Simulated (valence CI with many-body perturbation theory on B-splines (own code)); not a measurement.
**Which ion has this spectrum?**

A relativistic CI+MBPT calculation for an atom or ion with 6 electrons gives these levels (eV):

```csv
J,Parity,E,g
0,even,0.00,
1,even,49.18,1.49
2,even,59.33,1.24
2,even,115.88,1.25
0,even,139.75,
2,odd,145.68,1.84
1,odd,189.78,0.89
2,odd,205.01,1.36
3,odd,221.20,1.33
0,odd,242.31,
1,odd,247.96,1.28
2,odd,255.91,1.20
1,odd,266.76,1.55
2,odd,301.35,1.23
```

The energies are calculated, and their last digits are not significant.

**Question.** Which is it?
A. Sr32+
B. Br29+
C. Rb31+
D. Kr30+

**Answer.** D. Kr30+, ground level (2s^2 2p1/2^2) J=0.
